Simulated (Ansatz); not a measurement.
`C[Si](C)(C)[Si](C)(C)[Si](C)(C)[Si](C)(C)[Si](C)(C)[Si](C)(C)[Si](C)(C)[Si](C)(C)[Si](C)(C)[Si](C)(C)C`, relaxed as a singlet with RKS r2SCAN-D4/def2-SVP in Ansatz, starting from the GFN2-xTB geometry. Force threshold 0.03 eV/Å.

Single mean-field runs in def2-SVP are fitted with def2-universal-jkfit.

Start:

```xyz
98

C     4.215   -8.430   -0.297
Si    2.890   -7.068   -0.039
C     1.799   -7.040   -1.611
C     1.772   -7.643    1.404
Si    3.826   -4.937    0.361
C     4.069   -4.729    2.255
C     5.605   -4.913   -0.374
Si    2.645   -3.006   -0.379
C     3.823   -1.487   -0.304
C     2.275   -3.220   -2.249
Si    0.624   -2.384    0.672
C     1.034   -1.593    2.371
C    -0.257   -4.032    1.128
Si   -0.953   -1.001   -0.452
C    -2.453   -0.686    0.709
C    -1.672   -2.082   -1.871
Si   -0.325    1.092   -1.378
C     0.906    0.704   -2.803
C    -1.862    1.829   -2.267
Si    0.529    2.877   -0.074
C     1.792    2.139    1.172
C     1.578    4.020   -1.207
Si   -1.006    4.222    1.145
C    -0.042    5.154    2.527
C    -2.098    2.974    2.110
Si   -2.493    5.747    0.102
C    -1.909    5.973   -1.712
C    -2.277    7.490    0.886
Si   -4.806    5.279    0.059
C    -5.551    5.219    1.820
C    -5.147    3.577   -0.744
C    -5.810    6.573   -0.939
H     3.770   -9.397   -0.519
H     4.832   -8.551    0.588
H     4.875   -8.179   -1.122
H     2.366   -6.716   -2.479
H     0.962   -6.358   -1.495
H     1.390   -8.021   -1.837
H     2.304   -7.624    2.350
H     1.407   -8.656    1.257
H     0.904   -6.999    1.505
H     4.680   -5.524    2.671
H     3.116   -4.746    2.776
H     4.554   -3.788    2.496
H     6.121   -3.990   -0.128
H     5.579   -4.993   -1.457
H     6.213   -5.733   -0.001
H     4.734   -1.666   -0.866
H     3.359   -0.595   -0.715
H     4.110   -1.264    0.719
H     3.172   -3.473   -2.806
H     1.870   -2.311   -2.683
H     1.554   -4.013   -2.418
H     0.137   -1.288    2.902
H     1.659   -0.715    2.255
H     1.568   -2.289    3.010
H     0.362   -4.661    1.762
H    -1.186   -3.850    1.661
H    -0.501   -4.604    0.238
H    -2.158   -0.120    1.586
H    -3.242   -0.131    0.210
H    -2.884   -1.621    1.054
H    -0.905   -2.336   -2.595
H    -2.094   -3.012   -1.501
H    -2.461   -1.559   -2.403
H     1.843    0.311   -2.421
H     1.137    1.599   -3.373
H     0.504   -0.026   -3.499
H    -1.604    2.690   -2.878
H    -2.329    1.100   -2.922
H    -2.609    2.151   -1.549
H     2.482    1.447    0.700
H     2.385    2.919    1.640
H     1.280    1.602    1.964
H     0.974    4.438   -2.005
H     2.018    4.850   -0.660
H     2.392    3.471   -1.671
H    -0.712    5.689    3.193
H     0.650    5.879    2.109
H     0.536    4.464    3.134
H    -1.494    2.257    2.657
H    -2.733    3.477    2.833
H    -2.744    2.414    1.443
H    -2.009    5.051   -2.276
H    -2.496    6.731   -2.221
H    -0.869    6.280   -1.764
H    -2.845    8.243    0.346
H    -2.613    7.505    1.918
H    -1.236    7.803    0.879
H    -5.404    6.157    2.346
H    -6.618    5.019    1.801
H    -5.085    4.437    2.412
H    -4.694    2.775   -0.170
H    -6.211    3.369   -0.808
H    -4.745    3.527   -1.752
H    -5.713    7.565   -0.505
H    -6.869    6.333   -0.971
H    -5.457    6.631   -1.965
```

Estimate the energy that the relaxation releases and the steps that it takes.

19.3 kcal/mol, in 7 steps; 75 s on 4 threads of AMD EPYC 7R13 on a shared host and a share (37 GiB) of an NVIDIA H100 80GB HBM3. No frequencies were taken in this run, so the end may be a saddle point.

Does the start keep its bonding?

By distances, no bond broke or formed. The bond that changes most is C1–Si2, from 1.92 to 1.90 Å (atoms count from 1).

Predict the relaxed structure.


Cartesian coordinates in Å:
```
C 4.092 -8.010 -0.312
Si 2.678 -6.771 -0.071
C 1.618 -6.759 -1.638
C 1.620 -7.379 1.375
Si 3.659 -4.666 0.389
C 3.834 -4.470 2.275
C 5.412 -4.680 -0.360
Si 2.547 -2.786 -0.507
C 3.746 -1.313 -0.354
C 2.171 -3.073 -2.347
Si 0.607 -2.314 0.740
C 1.129 -1.538 2.394
C -0.287 -3.949 1.139
Si -0.980 -0.999 -0.411
C -2.445 -0.698 0.766
C -1.623 -2.076 -1.847
Si -0.309 1.037 -1.401
C 0.976 0.671 -2.758
C -1.847 1.731 -2.284
Si 0.567 2.739 -0.021
C 1.805 2.056 1.252
C 1.523 3.922 -1.166
Si -1.025 3.956 1.229
C -0.009 4.959 2.494
C -2.127 2.772 2.228
Si -2.337 5.501 -0.002
C -1.755 5.705 -1.800
C -2.147 7.198 0.845
Si -4.645 5.007 0.023
C -5.301 5.052 1.798
C -5.071 3.331 -0.743
C -5.530 6.357 -0.971
H 3.696 -9.023 -0.500
H 4.735 -8.063 0.582
H 4.731 -7.734 -1.166
H 2.189 -6.415 -2.515
H 0.744 -6.096 -1.527
H 1.242 -7.773 -1.858
H 2.187 -7.376 2.321
H 1.287 -8.416 1.190
H 0.719 -6.763 1.519
H 4.461 -5.274 2.697
H 2.854 -4.514 2.778
H 4.304 -3.507 2.536
H 5.948 -3.745 -0.126
H 5.382 -4.783 -1.458
H 6.007 -5.519 0.038
H 4.658 -1.482 -0.952
H 3.282 -0.378 -0.709
H 4.053 -1.155 0.693
H 3.082 -3.369 -2.894
H 1.783 -2.153 -2.815
H 1.421 -3.867 -2.489
H 0.251 -1.242 2.993
H 1.754 -0.645 2.243
H 1.714 -2.260 2.988
H 0.355 -4.580 1.776
H -1.229 -3.773 1.684
H -0.524 -4.522 0.228
H -2.140 -0.144 1.668
H -3.241 -0.118 0.268
H -2.883 -1.657 1.090
H -0.828 -2.301 -2.577
H -2.011 -3.037 -1.468
H -2.445 -1.574 -2.384
H 1.917 0.271 -2.348
H 1.217 1.590 -3.318
H 0.583 -0.066 -3.480
H -1.569 2.586 -2.925
H -2.318 0.971 -2.930
H -2.605 2.083 -1.565
H 2.540 1.377 0.786
H 2.362 2.882 1.725
H 1.290 1.498 2.050
H 0.904 4.259 -2.013
H 1.864 4.819 -0.621
H 2.415 3.421 -1.579
H -0.666 5.577 3.129
H 0.708 5.635 2.000
H 0.563 4.286 3.154
H -1.515 2.045 2.787
H -2.731 3.332 2.962
H -2.817 2.206 1.583
H -1.814 4.759 -2.359
H -2.382 6.447 -2.322
H -0.712 6.060 -1.841
H -2.723 7.971 0.308
H -2.504 7.176 1.888
H -1.091 7.518 0.861
H -5.059 6.006 2.294
H -6.399 4.941 1.807
H -4.878 4.238 2.409
H -4.614 2.498 -0.184
H -6.164 3.174 -0.737
H -4.729 3.262 -1.788
H -5.335 7.359 -0.553
H -6.622 6.198 -0.960
H -5.204 6.365 -2.024
```
Bond lengths: 22 × C–Si 1.89 to 1.91 Å; 9 × Si–Si 2.35 to 2.37 Å; 66 × C–H 1.10 Å.
